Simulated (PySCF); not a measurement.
How methods differ on the interval between two levels of Br³⁺

Br³⁺ [Ar] 3d10 4s2 4p2 [3P2, M_J = 2] → Br³⁺ [Ar] 3d10 4s1 4p3 [5S2, M_J = 2], as a difference of total energies. All numbers are calculated (PySCF 2.14, the two-component X2C-1e Hamiltonian, in x2c-SVPall-2c with one added diffuse shell each of s, p, d type (6s7p4d, 47 functions)). Correlated levels: [Ne] frozen. "Screened" scales the spin-orbit matrix elements by Boettger's factors to mimic the two-electron term; Breit and QED terms are absent.

```tsv
method	interval between two levels (cm⁻¹)
GHF (spin-free)	62790
GMP2 (spin-free)	70413
GHF (screened spin-orbit)	61266
GMP2 (screened spin-orbit)	68777
```

The labels give the starting determinants; with spin-orbit coupling the two ends relaxed to ⟨J²⟩ = 6.00, ⟨L²⟩ = 2.23, ⟨S²⟩ = 1.89 and ⟨J²⟩ = 6.00, ⟨L²⟩ = 0.01, ⟨S²⟩ = 5.99.
